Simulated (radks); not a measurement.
Task: These are the eigenvalues of the occupied orbitals of an atom or ion with whole-number occupations (hartree). All-electron calculation, Dirac Kohn-Sham, LDA (Slater exchange, VWN5 correlation), spin-unpolarised, spherical densities, finite nucleus; Fermi nuclear charge, rms radius of each element as measured or else 0.836 A^(1/3) + 0.57 fm. Program: a radial shooting solver on a logarithmic mesh with Libxc functionals.

| orbital | eigenvalue |
|---|---|
| 1s1/2 | -3228.790 |
| 2s1/2 | -577.4484 |
| 2p1/2 | -554.9936 |
| 2p3/2 | -474.6244 |
| 3s1/2 | -138.9006 |
| 3p1/2 | -128.6788 |
| 3p3/2 | -110.7515 |
| 3d3/2 | -93.78140 |
| 3d5/2 | -89.96261 |
| 4s1/2 | -31.73122 |
| 4p1/2 | -27.29659 |
| 4p3/2 | -22.89884 |
| 4d3/2 | -15.63288 |
| 4d5/2 | -14.81183 |
| 5s1/2 | -5.69693 |
| 4f5/2 | -5.39452 |
| 4f7/2 | -5.20945 |
| 5p1/2 | -4.17562 |
| 5p3/2 | -3.34583 |
| 5d3/2 | -1.24538 |
| 5d5/2 | -1.14876 |
| 6s1/2 | -0.81847 |
| 6d3/2 | -0.16212 |

Which element is it, and in what charge state? The configuration may be excited. Open shells, if any, fill j = l - 1/2 first.

Result: Z = 82, lead, charge +1: Pb+ in [Hg] 6d1. The list shows which subshells hold electrons but not how many an open one holds; the 1s level, -3228.8 hartree, gives Z - s = 80.4 by -(Z - s)^2/2, which with screening and relativity narrows Z to a few neighbours, and the depths of the outer levels then fix element, charge and occupations together.
